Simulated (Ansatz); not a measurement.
`Br[SiH]1C=N1`, 6 atoms. The species carries charge 0 and has multiplicity 1. Correlated methods include outer-core shells of Br, which these sets cover unevenly. Scalar relativity is left out up to krypton. All runs use 2 threads of an Intel Xeon Platinum 8559C on a shared host. Correlated methods freeze the cores.

**Question.** How many basis functions does each run have, and how long does it take in Ansatz? RHF-MP2/def2-QZVPP energy; RKS ωB97M-V/def2-SVP energy; RKS PBE0-D4/def2-TZVP relaxation (8 steps); RKS PBE0-D4/def2-QZVPP energy; RKS PBE0-D4/def2-SVP energy; direct RPA on PBE orbitals/def2-TZVPP energy; RHF-CCSD(T)/def2-SVP energy; RHF-CCSD(T)/def2-TZVPP energy; RKS LC-ωPBE/def2-TZVPP energy; RKS B3LYP-D4/def2-TZVPP energy and forces; RKS ωB97X-V/def2-TZVPP energy; RKS r2SCAN0-D4/def2-TZVPP energy. (Estimate.)

**Answer.** Computed: Other jobs shared the machine, so times are rough.

```
                                level                   job  functions  wall time  peak host memory (GiB)
                 RKS PBE0-D4/def2-SVP                energy         88        1 s                    0.18
               RKS LC-ωPBE/def2-TZVPP                energy        180      1.9 s                    0.29
                 RHF-CCSD(T)/def2-SVP                energy         88      2.3 s                    0.28
              RKS B3LYP-D4/def2-TZVPP     energy and forces        180        3 s                    0.45
direct RPA on PBE orbitals/def2-TZVPP                energy        180      3.2 s                    0.35
            RKS r2SCAN0-D4/def2-TZVPP                energy        180      3.2 s                    0.45
                 RKS ωB97M-V/def2-SVP                energy         88        4 s                    0.26
               RKS ωB97X-V/def2-TZVPP                energy        180      4.9 s                    0.52
               RKS PBE0-D4/def2-QZVPP                energy        333        6 s                       1
                   RHF-MP2/def2-QZVPP                energy        333       13 s                     1.3
                RKS PBE0-D4/def2-TZVP  relaxation (8 steps)        159       22 s                     0.4
               RHF-CCSD(T)/def2-TZVPP                energy        180       33 s                     1.7
```

B3LYP here is the variant with VWN-RPA as its local correlation; programs differ in this. LC-ωPBE has ω = 0.4 bohr⁻¹.
